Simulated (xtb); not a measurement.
ammonia (H₃N), singlet, geometry from GFN2-xTB. Base run: GFN2-xTB in xtb.

The xtb input:
```
$ xtb mol.xyz --gfn 2 --json

# file mol.xyz
4

N     -0.00088861     0.00220129     0.11002386
H      0.01587655     0.93846578    -0.27548989
H      0.81249024    -0.48875726    -0.24050098
H     -0.82214652    -0.46511757    -0.25417613
```

Variants of this job, named by their change:

```csv
change,ΔE vs base (mEh),HOMO-LUMO gap (eV),dipole (D),G_solv (kcal/mol),SCF cycles
base,0.000,12.23,1.78,-,8
etemp = 10000,-0.108,12.24,1.78,-,8
etemp = 5000,0.000,12.23,1.78,-,8
gbsa = acetonitrile,-3.919,12.29,1.83,-2.61,8
etemp = 3000,0.000,12.23,1.78,-,8
gbsa = water,-4.550,12.34,1.86,-3.29,8
alpb = ether,-3.270,12.30,1.83,-2.25,8
acc = 0.1,0.000,12.23,1.78,-,9
acc = 1000,0.000,12.24,1.78,-,4
```

ALPB and GBSA are two models with their own fitted parameters for each solvent, which aren't always the measured dielectric constant.
